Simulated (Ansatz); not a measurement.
Species: sum formula LiOH, net charge 0, singlet state. SMILES: [Li][OH]
Geometry: optimised at B3LYP-D3(BJ)/def2-TZVP (Ansatz, a first-principles code).

Computed values are from Ansatz. Cores are frozen in the correlated levels unless marked. UHF or UKS for open shells. No spin-orbit coupling. Non-relativistic. CBS marks a two-point X^-3 extrapolation of the correlation energy; Hartree-Fock from the larger set.

```yaml
atomisation energy De: 211.6 kcal/mol at CCSD(T)/CBS(def2-TZVPPD,def2-QZVPPD)
total_energy: -83.2740 Eh at CCSD(T)/CBS(def2-TZVPPD,def2-QZVPPD)
dipole_moment: 4.60 D at CCSD(T)/def2-SVPD
T1 diagnostic: 0.014 at CCSD/def2-QZVPPD
```
